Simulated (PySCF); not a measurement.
Isomers of CH5NOSi and their computed core-level spectra.

Method: delta-SCF UKS SCAN, pcX-2 on the ionised atom, pcseg-1 elsewhere, spin-free X2C in PySCF 2.14.0. Geometries: PBE0-D3(BJ)/def2-SVP; isolated species, one conformer each.

Line lists (1s up to Mg, 2p3/2 beyond; areas count atoms within a level, one atom standing for each set equivalent by bonding):
1. C 1s: 293.52 eV; N 1s: 406.24 eV; O 1s: 537.11 eV; Si 2p3/2: 107.09 eV
2. C 1s: 293.04 eV; N 1s: 405.13 eV; O 1s: 538.25 eV; Si 2p3/2: 107.20 eV
3. C 1s: 294.09 eV; N 1s: 405.73 eV; O 1s: 537.47 eV; Si 2p3/2: 107.56 eV

Structures:
A. `N[SiH2]C=O`
B. `O=CN[SiH3]`
C. `NC(=O)[SiH3]`

Question: Which list belongs to which compound?

Answer: 
- 1 = C: another candidate has the same counts of sites, so positions decide. C 1s: 293.52 carbonyl carbon; N 1s: 406.24 nitrogen bound to a carbonyl carbon; O 1s: 537.11 carbonyl oxygen; Si 2p3/2: 107.09 SiH3 silicon.
- 2 = A: another candidate has the same counts of sites, so positions decide. C 1s: 293.04 carbonyl carbon; N 1s: 405.13 silicon-bound nitrogen; O 1s: 538.25 carbonyl oxygen; Si 2p3/2: 107.20 SiH2 silicon.
- 3 = B: another candidate has the same counts of sites, so positions decide. C 1s: 294.09 amide carbonyl carbon; N 1s: 405.73 amide nitrogen; O 1s: 537.47 amide oxygen; Si 2p3/2: 107.56 SiH3 silicon.

For 2p shells one spin-free hole was relaxed; a mean-field spin–orbit operator and the ground-state splitting of the three 2p orbitals were then diagonalised within the shell. The shell's mean is (2 × 2p3/2 + 2p1/2)/3, and the degeneracies 2j + 1 give areas of 2:1. 1 of these hole states is spin-contaminated (⟨S²⟩ 0.94, against 0.75; counted from 0.85) and less certain.
